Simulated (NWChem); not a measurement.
# Polarisability of AlCl

```xyz
2

Al     0.0000     0.0000    -1.2166
Cl     0.0000     0.0000     0.9303
```
Charge 0, spin multiplicity 1.

All runs are NWChem calculations. The geometry was optimised at PBE0/def2-SVP, a minimum by its harmonic frequencies.

Basis set: aug-cc-pVDZ. Static limit.

```
method                isotropic polarisability (bohr³)  difference from CCSD linear response
--------------------  --------------------------------  ------------------------------------
PBE                                              54.20                                 +1.63
BHandHLYP                                        51.94                                 -0.63
CCSD linear response                             52.57                                  0.00
B3LYP                                            52.92                                 +0.34
HF                                               52.77                                 +0.20
```

The values span 2.26 bohr³, from BHandHLYP (lowest) to PBE (highest). 

The correlated methods keep 10 core orbitals frozen. B3LYP has NWChem's definition, with VWN1-RPA local correlation. The structure started from a generated list of species. Differences from the coupled-cluster row are differences between methods, not errors against experiment.
